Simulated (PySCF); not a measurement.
Sn(Me)4 (C4H12Sn), SMILES [CH3][Sn]([CH3])([CH3])[CH3].

The structure is a stationary point at PBE0-D3(BJ)/def2-SVP. The isomer is the one that the SMILES or the coordinates give; other isomers of the formula were not compared. The def2 effective core potentials stand for the cores of Sn; spin–orbit coupling is left out.

Two levels are set side by side: PBE/def2-TZVP (PySCF) and HF/def2-TZVP (PySCF). Same geometry, gas phase. Differences are taken from unrounded values.

```json
[
 {"quantity": "orbital gap (eV)", "HF": "13.49", "PBE": "6.27", "PBE minus HF": "-7.22"},
 {"quantity": "highest occupied level (eV)", "HF": "-10.42", "PBE": "-6.48", "PBE minus HF": "3.95"},
 {"quantity": "lowest empty level (eV)", "HF": "3.07", "PBE": "-0.21", "PBE minus HF": "-3.27"},
 {"quantity": "mean polarisability (bohr³)", "HF": "85.4", "PBE": "93.4", "PBE minus HF": "8.0"}
]
```

PBE's occupied levels lie high since its potential decays too fast outside the molecule; exact exchange lowers them and widens the gap. Loosely held outer electrons make PBE densities more polarisable. Differences between two approximate levels are no errors against the true value.

Rough cost on one machine, each run with all the roots and properties that it gave: HF against PBE about 1/3.
